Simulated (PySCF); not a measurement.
C₄H₉NSi, SMILES CC#C[SiH2]CN.

The structure is a stationary point at PBE0-D3(BJ)/def2-SVP. The structure was generated by enumeration, and PubChem lists no compound with its InChIKey, so it may never have been made. Other conformers were not sampled.

These are SMD-ωB97X/6-31G* (PySCF) values and carry that method's errors.

Solvation free energies are E(SMD) − E(gas) at the gas-phase geometry, for 1 M in both phases. In vacuum the dipole moment is 2.33 D.

Estimate the solvation free energies in water, 1-octanol, chlorobenzene. (Estimate from the structure and the level; the computed values follow.)


```tsv
solvent	ΔG(solv) (kcal/mol)	its non-electrostatic (CDS) part	dipole (D)
water	-2.4	5.0	3.06
1-octanol	-4.8	1.5	2.95
chlorobenzene	-5.5	0.1	2.87
```
